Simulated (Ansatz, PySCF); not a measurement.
5H-1,4-dioxepine (C5H6O2), SMILES C1=COC=COC1. Atoms are numbered in the order given.

```xyz
13

C     -1.5285     0.1275    -0.0494
C     -0.8939     1.2971    -0.2113
O      0.4294     1.5505    -0.3193
C      1.4072     0.6118    -0.1511
C      1.3472    -0.6687     0.2539
O      0.3002    -1.4429     0.6122
C     -0.9627    -1.2604    -0.0146
H     -2.6191     0.1916    -0.0010
H     -1.4535     2.2330    -0.2796
H      2.3853     1.0368    -0.3783
H      2.3005    -1.1981     0.3424
H     -1.6513    -1.9224     0.5305
H     -0.8909    -1.6531    -1.0478
```
Charge 0, spin multiplicity 1.

The structure is a stationary point at B3LYP-D3(BJ)/def2-SVP. Other conformers were not sampled.

Two levels are set side by side: PBE-D3(BJ)/def2-SVP (Ansatz, a quantum-chemistry and plane-wave program) and B3LYP-D3(BJ)/def2-SVP (Ansatz). Each level has its own optimised geometry; the coordinates shown are those of the second. Frequencies come from the Hessian of PySCF at each geometry. Differences are taken from unrounded values.

| quantity | B3LYP-D3(BJ) |
|---|---|
| mean bond length (Å) | 1.250 |
| bond C1–C2 (Å) | 1.341 |
| bond C1–C7 (Å) | 1.499 |
| bond C2–O3 (Å) | 1.352 |
| bond O3–C4 (Å) | 1.366 |
| bond C4–C5 (Å) | 1.344 |
| bond C5–O6 (Å) | 1.351 |
| bond O6–C7 (Å) | 1.422 |
| bond C1–H8 (Å) | 1.094 |
| bond C2–H9 (Å) | 1.093 |
| bond C4–H10 (Å) | 1.090 |
| bond C5–H11 (Å) | 1.094 |
| bond C7–H12 (Å) | 1.100 |
| bond C7–H13 (Å) | 1.108 |
| highest harmonic wavenumber (cm⁻¹) | 3228 |
| mean harmonic wavenumber (cm⁻¹) | 1375 |
| zero-point energy (kcal/mol) | 64.85 |

What does PBE-D3(BJ) give, and how far is it from B3LYP-D3(BJ)? (The exact figures need the calculation; the answer reports its results.)


| quantity | PBE-D3(BJ) | PBE-D3(BJ) minus B3LYP-D3(BJ) |
|---|---|---|
| mean bond length (Å) | 1.257 | 0.007 |
| bond C1–C2 (Å) | 1.351 | 0.011 |
| bond C1–C7 (Å) | 1.498 | -0.001 |
| bond C2–O3 (Å) | 1.355 | 0.004 |
| bond O3–C4 (Å) | 1.370 | 0.004 |
| bond C4–C5 (Å) | 1.356 | 0.012 |
| bond C5–O6 (Å) | 1.353 | 0.002 |
| bond O6–C7 (Å) | 1.427 | 0.005 |
| bond C1–H8 (Å) | 1.102 | 0.008 |
| bond C2–H9 (Å) | 1.101 | 0.008 |
| bond C4–H10 (Å) | 1.099 | 0.008 |
| bond C5–H11 (Å) | 1.102 | 0.008 |
| bond C7–H12 (Å) | 1.109 | 0.009 |
| bond C7–H13 (Å) | 1.117 | 0.009 |
| highest harmonic wavenumber (cm⁻¹) | 3160 | -68 |
| mean harmonic wavenumber (cm⁻¹) | 1334 | -40 |
| zero-point energy (kcal/mol) | 62.95 | -1.90 |

Exact exchange shortens and stiffens bonds; PBE has none. Differences between two approximate levels are no errors against the true value.
